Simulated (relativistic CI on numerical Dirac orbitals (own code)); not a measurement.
# Level scheme of In⁴⁺

These numbers are calculated, not measured: Dirac-Coulomb-Breit CI, KLI orbitals optimised for each configuration, model QED, valence Slater integrals scaled by 0.85, P86 correlation energy added to each configuration (own radial code, finite nucleus).

Configurations in the expansion (outside the closed core [Ar] 3d10): 4s2 4p6 4d9, 4s2 4p6 4d8 5s, 4s2 4p6 4d8 4f, 4s2 4p6 4d8 5p, 4s2 4p5 4d10, 4s2 4p6 4d8 5d, 4s2 4p6 4d8 6s, 4s2 4p6 4d8 6p, 4s2 4p6 4d8 6d, 4s2 4p6 4d7 5s 5p, 4s2 4p6 4d8 7s, 4s2 4p6 4d8 5f, 4s2 4p6 4d8 7p, 4s2 4p6 4d8 5g, 4s2 4p6 4d8 7d, 4s 4p6 4d10, 4s2 4p5 4d9 4f, 4s2 4p6 4d7 4f 5s, 4s2 4p6 4d7 5p 5d, 4s2 4p6 4d7 5s2, 4s2 4p6 4d6 4f 5s2, 4s2 4p6 4d6 5s2 5p, 4s2 4p6 4d6 5s2 5d, 4s2 4p6 4d6 5s2 6s. Double excitations out of closed p, d and f shells are left out; levels of such configurations are missing from the list, as are those of other unlisted configurations, and high levels can miss mixing partners.

The lowest level is 4s2 4p6 4d9 2D_5/2, with 100 % of that term; Hund's rules for 4s2 4p6 4d9 give 2D with J = 5/2, in agreement.

```csv
No.,Configuration,Term,J,E (eV),%,Lifetime (s),jj configuration (%)
1,4s2 4p6 4d9,2D,5/2,0.0000,100,,4d5/2^5 (100)
2,4s2 4p6 4d9,2D,3/2,0.8688,100,1.80e-01,4d3/2^3 4d5/2^6 (100)
3,4s2 4p6 4d8 5s,4F,9/2,20.8738,99,1.01e-02,4d5/2^4 5s (88)
4,4s2 4p6 4d8 5s,4F,7/2,21.3105,85,2.43e-04,4d5/2^4 5s (56)
5,4s2 4p6 4d8 5s,4F,5/2,21.7646,93,1.10e-03,4d3/2^3 4d5/2^5 5s (76)
6,4s2 4p6 4d8 5s,4F,3/2,21.9551,85,5.82e-04,4d3/2^3 4d5/2^5 5s (34)
7,4s2 4p6 4d8 5s,2F,7/2,22.2346,84,3.69e-05,4d3/2^3 4d5/2^5 5s (66)
8,4s2 4p6 4d8 5s,2F,5/2,22.5617,38,6.15e-05,4d5/2^4 5s (75)
9,4s2 4p6 4d8 5s,4P,5/2,23.0832,50,6.44e-05,4d3/2^3 4d5/2^5 5s (73)
10,4s2 4p6 4d8 5s,4P,3/2,23.1989,48,1.12e-04,4d5/2^4 5s (49)
11,4s2 4p6 4d8 5s,4P,1/2,23.5036,97,2.50e-03,4d5/2^4 5s (40)
12,4s2 4p6 4d8 5s,4P,3/2,23.6728,51,1.07e-04,4d3/2^3 4d5/2^5 5s (64)
13,4s2 4p6 4d8 5s,2D,5/2,24.0383,63,7.44e-05,4d3/2^2 4d5/2^6 5s (70)
14,4s2 4p6 4d8 5s,2G,9/2,24.3536,99,6.44e-05,4d3/2^3 4d5/2^5 5s (88)
15,4s2 4p6 4d8 5s,2G,7/2,24.3743,98,7.00e-05,4d3/2^3 4d5/2^5 5s (90)
16,4s2 4p6 4d8 5s,2P,3/2,24.5019,77,2.54e-05,4d3/2^3 4d5/2^5 5s (68)
17,4s2 4p6 4d8 5s,2P,1/2,24.5374,98,2.13e-05,4d3/2^3 4d5/2^5 5s (67)
18,4s2 4p6 4d8 5s,2S,1/2,28.3195,95,3.25e-05,4d3/2^2 4d5/2^6 5s (61)
19,4s2 4p6 4d8 5p,4D°,7/2,29.8527,81,9.58e-10,4d5/2^4 5p1/2 (76)
20,4s2 4p6 4d8 5p,4G°,9/2,30.1742,41,1.00e-09,4d5/2^4 5p1/2 (86)
21,4s2 4p6 4d8 5p,4D°,5/2,30.5914,81,8.82e-10,4d3/2^3 4d5/2^5 5p1/2 (44)
22,4s2 4p6 4d8 5p,4G°,7/2,30.7949,67,9.26e-10,4d3/2^3 4d5/2^5 5p1/2 (83)
23,4s2 4p6 4d8 5p,4G°,11/2,30.8120,98,7.16e-10,4d5/2^4 5p3/2 (88)
24,4s2 4p6 4d8 5p,4G°,5/2,30.9900,61,7.09e-10,4d3/2^3 4d5/2^5 5p1/2 (41)
25,4s2 4p6 4d8 5p,4D°,3/2,31.0984,47,6.90e-10,4d3/2^3 4d5/2^5 5p1/2 (31)
26,4s2 4p6 4d8 5p,4F°,9/2,31.1907,71,7.02e-10,4d5/2^4 5p3/2 (88)
27,4s2 4p6 4d8 5p,4D°,3/2,31.2653,45,5.92e-10,4d5/2^4 5p1/2 (42)
28,4s2 4p6 4d8 5p,2F°,7/2,31.3662,59,3.24e-10,4d5/2^4 5p3/2 (52)
29,4s2 4p6 4d8 5p,4D°,1/2,31.4094,88,8.57e-10,4d3/2^2 4d5/2^6 5p3/2 (28)
30,4s2 4p6 4d8 5p,2D°,5/2,31.5373,56,1.69e-10,4d3/2^3 4d5/2^5 5p1/2 (38)
```

Energies count from the lowest computed level; ° marks odd parity; lifetimes are radiative, by E1, M1, E2 decay to levels of this space only. Filled j subshells are mostly left out of the jj labels.

The mean weight of the leading LS term, summed over parents, in these 30 levels is 75 %, and that of the leading jj configuration (from the same eigenvectors) 65 %.

At this charge configurations can still be misplaced by up to about 7 % of their energy. 36 of the 69 excited levels that our extract of the measured tables holds in this range could be paired (the sources list more); they are missed by 5737 cm⁻¹ on average and 9268 at most, and levels without a partner can miss by more.

LS names give the leading component of a level, which can be under half, so a name can repeat, a term be missing and a line seem to break the LS rules.
